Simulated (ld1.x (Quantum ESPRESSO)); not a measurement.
# Building the RRKJ potential for titanium (revPBE, scalar-relativistic).

```
Element                 : Ti (Z = 22)
Generator               : ld1.x (Quantum ESPRESSO) 7.5
Type                    : norm-conserving RRKJ (Kleinman–Bylander form)
Functional              : revPBE
Relativity              : scalar-relativistic
Frozen core             : [Ne] 3s2
Valence charge          : 10
Reference configuration : 3p6 3d2 4s1 4p1
Partial waves           : 4s (bound): rc 3.10 bohr; 3p (bound): rc 1.55 bohr; 3d (bound): rc 2.50 bohr
Local potential         : all-electron potential smoothed inside 1.50 bohr (lloc = -1)
Core correction         : Bessel-smoothed model core inside 1.20 bohr
rho0                    : 0.001
```

Occupied shells without a wave of their own: 4p. They enter only through the test configuration that unscreens the potential, and ld1.x also counts them in the model core charge.

All-electron outer shells of the reference configuration (revPBE, scalar-relativistic, ld1.x):

| shell | level (eV) | outermost node (bohr) | outermost maximum (bohr) |
| --- | --- | --- | --- |
| 2p | -445.52 | – | 0.22 |
| 3s | -64.04 | 0.40 | 0.87 |
| 3p | -40.21 | 0.37 | 0.90 |
| 3d | -5.43 | – | 0.98 |
| 4s | -5.17 | 1.24 | 2.92 |
| 4p | -2.05 | 1.38 | 3.75 |

Task: Does the generator finish with these settings?

Result: Yes, a potential is produced and its reference levels are reproduced.

Task: Estimate the cutoffs (Ry, on a coarse ladder) from which the occupation-weighted sum of valence levels, in a spherical-Bessel basis at the reference potential, stays within 10 and 1 mRy of its value at 400 Ry.

Result: 40 Ry and 45 Ry.

Task: Does the potential have ghost states?

Result: Ghost state, extra bound levels that the all-electron valence spectrum of the same l lacks: s at -54.1 eV. A true bound ghost makes a file unfit for plane-wave use.

Task: Tests: 3p6 3d2 4s2 4p0; 3p6 3d2 4s1 4p0; 3p6 3d2 4s0 4p0; 3p6 3d1 4s2 4p1; 3p6 3d1 4s2 4p0; 3p6 3d1 4s0 4p0; 3p6 3d2 4s1.5 4p0. Which has the largest error in its energy relative to the reference configuration, and how large is it?

Result: 3p6 3d2 4s0 4p0, with -433 meV (all-electron minus pseudo) on +17.66 eV.

ld1.x takes every shell without a wave as core, so the model core holds the 4p electrons as well and exchange and correlation see them twice. This cancels in the reference configuration, but the file is broken for other ones, and its errors say nothing about a proper core correction.
